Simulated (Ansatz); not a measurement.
Diatomic SbN, closed-shell singlet (the spin of the measured ground state). No spin–orbit coupling.

D_e counts from the fitted minimum to each atom's lowest state at the same level, without counterpoise. The singlet is restricted.

The values were computed with Ansatz (a quantum-chemistry and plane-wave program).  In def2 rows elements past Kr take small-core potentials, without spin–orbit coupling.

Q: Estimate the bond energy D_e that PBE/def2-TZVPP returns for this input.

A: 4.19 eV

Q: What bond energy D_e does BHLYP/def2-TZVPP give?

A: 2.38 eV

Q: Give the bond energy D_e at the level wB97X-V/def2-TZVPP.

A: 3.37 eV
